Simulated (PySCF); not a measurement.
B(H)(NH2)2 (BH5N2), SMILES NBN.

The structure is a stationary point at B3LYP-D3(BJ)/def2-TZVP. Other conformers were not sampled.

The numbers are results of ωB97X/def2-TZVPD in PySCF, not measurements.

Symmetry labels are those of the subgroup C2v that the program uses (full group C2v).

Question: List the valence orbital energies around the gap with their symmetry. (An estimate is asked for; the answer gives what the named calculation found.)

Answer: 
| orbital | symmetry | energy (eV) |
|---|---|---|
| HOMO−7 | B2 | -26.11 |
| HOMO−6 | A1 | -17.34 |
| HOMO−5 | A1 | -16.94 |
| HOMO−4 | B2 | -16.16 |
| HOMO−3 | B2 | -14.41 |
| HOMO−2 | A1 | -11.95 |
| HOMO−1 | B1 | -11.48 |
| HOMO | A2 | -9.39 |
| LUMO | A1 | 1.60 |
| LUMO+1 | B2 | 2.74 |
| LUMO+2 | A1 | 2.93 |
| LUMO+3 | B1 | 3.60 |
